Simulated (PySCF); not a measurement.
# Computed properties of C₂BrCl₂F, SMILES F/C(Cl)=C(/Cl)Br

C2BrCl2F, SMILES F/C(Cl)=C(/Cl)Br. Geometry: PBE0-D3(BJ)/def2-SVP. The structure was generated by enumeration; whether it is a known compound was not checked. Other conformers were not sampled. All values are computed for the isolated molecule unless a solvent is named; none is compared with measurement here.

**Structure.** The optimised structure has Cs symmetry. All 12 harmonic modes at PBE0-D3(BJ)/def2-SVP (PySCF) are real, so it is a minimum. With heavy atoms numbered as in [F:1]/[C:2]([Cl:3])=[C:4](/[Cl:5])[Br:6], the shortest bond between them is F1–C2 at 1.314 Å and the longest C4–Br6 at 1.870 Å.

**Vibrations.** The strongest infrared lines (harmonic, unscaled, degenerate partners summed) lie at 1253 cm⁻¹ (127 km/mol, C 72 %, F 26 %), 827 cm⁻¹ (124 km/mol, C 77 %, Cl 14 %), 988 cm⁻¹ (99 km/mol, C 85 %, Cl 9 %). The softest mode is at 112 cm⁻¹ and the zero-point energy is 10.6 kcal/mol.

**Electronic structure.** HF/def2-TZVP (PySCF) places the frontier levels at -9.89 and 3.17 eV, a gap of 13.06 eV, and gives a dipole moment of 0.46 D and a mean polarisability of 65.2 bohr³. PBE/def2-TZVP (PySCF) at the same geometry gives -6.05 and -1.82 eV, so its gap is 8.83 eV narrower. An orbital gap is neither the optical nor the fundamental gap.

**Excitations.** TDA-PBE0/def2-SVPD (PySCF) has S1 at 4.93 eV (251 nm, f = 0.000, dark); the most intense of the 10 singlets computed lies at 6.49 eV (f = 0.40). T1 (TDA) is at 3.72 eV, 1.21 eV under S1. TDA-PBE/def2-SVPD (PySCF) puts S1 at 4.43 eV. No vertical singlet excitation falls in the visible range (under 3.1 eV).

**NMR.** GIAO shifts at B3LYP/pcSseg-1 (PySCF) (non-relativistic, atoms alike by connectivity averaged): ¹³C from 127.1 to 161.4 ppm against TMS; ¹⁹F at -80.1 ppm against CFCl3. Without spin–orbit terms, shifts of atoms bonded to Cl or Br come out too high.
